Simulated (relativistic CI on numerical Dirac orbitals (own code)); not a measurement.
# Hyperfine structure of Pr XXXVIII, mass number 141

Computed by Dirac-Coulomb-Breit CI, KLI orbitals optimised for each configuration, model QED (radiative potential, 1s self-energy scaled to tabulated hydrogen-like ionisation energies), unscaled Slater integrals (own radial code, finite nucleus).

CI space (outside the closed core [Ne]): 3s²3p⁶3d⁴, 3s²3p⁵3d⁵, 3s3p⁶3d⁵, 3s²3p⁶3d³4s, 3s²3p⁶3d³4p, 3s²3p⁶3d³4d, 3s²3p⁵3d⁴4s, 3s²3p⁶3d³4f, 3s3p⁶3d⁴4s, 3p⁶3d⁵4p, 3s²3p⁶3d³5s, 3p⁶3d⁶, 3p⁵3d⁷, 3p⁵3d⁶4s, 3p⁶3d⁵4s, 3p⁵3d⁵4s², 3s²3p⁶3d²4s², 3s²3p⁶3d4s²4p, 3s²3p⁶3d4s²4d. Double excitations out of closed p, d and f shells are left out; levels of such configurations are missing from the list, as are those of other unlisted configurations, and high levels can miss mixing partners.

Nuclear spin I = 5/2, μ = 4.266 μN, Q = -0.0589 b (tables of Stone and Pyykkö). The electronic factors are computed for point nuclear moments, without core polarisation or the Bohr-Weisskopf and QED corrections.

```json
{"Level": "3s²3p⁶3d⁴ ⁵D1", "E (eV)": "17.3522", "A (MHz)": "540.7", "B (MHz)": "-572"}
{"Level": "3s²3p⁶3d⁴ ⁵D2", "E (eV)": "25.8868", "A (MHz)": "25730", "B (MHz)": "-884"}
{"Level": "3s²3p⁶3d⁴ ³H5", "E (eV)": "49.1625", "A (MHz)": "43170", "B (MHz)": "-1360"}
{"Level": "3s²3p⁶3d⁴ ³H6", "E (eV)": "51.3762", "A (MHz)": "45340", "B (MHz)": "-1590"}
{"Level": "3s²3p⁶3d⁴ ³P1", "E (eV)": "51.5661", "A (MHz)": "44890", "B (MHz)": "-58.3"}
{"Level": "3s²3p⁶3d⁴ ³G4", "E (eV)": "55.1277", "A (MHz)": "48820", "B (MHz)": "594"}
```

Levels with J = 0, under 50 % of one LS term, or S terms without an open s electron are left out. Small factors come from cancelling terms and can be off by tens of per cent or more.

At this charge energies of transitions that change n are usually good to better than 1 %, and those within a shell (Δn = 0) to a few per cent. Terms inside the open d or f shell come out 10 to 20 % too wide with unscaled integrals.

**Question.** Give the hyperfine levels of 3s²3p⁶3d⁴ ⁵D2 relative to its centre of gravity.

**Answer.** With K = F(F + 1) − I(I + 1) − J(J + 1), E = AK/2 + B[¾K(K + 1) − I(I + 1)J(J + 1)]/[2I(2I − 1)J(2J − 1)]: F = 1/2: -180700, F = 3/2: -141700, F = 5/2: -76970, F = 7/2: 13240, F = 9/2: 128400 MHz.

LS names give the leading component of a level, which can be under half, so a name can repeat, a term be missing and a line seem to break the LS rules.
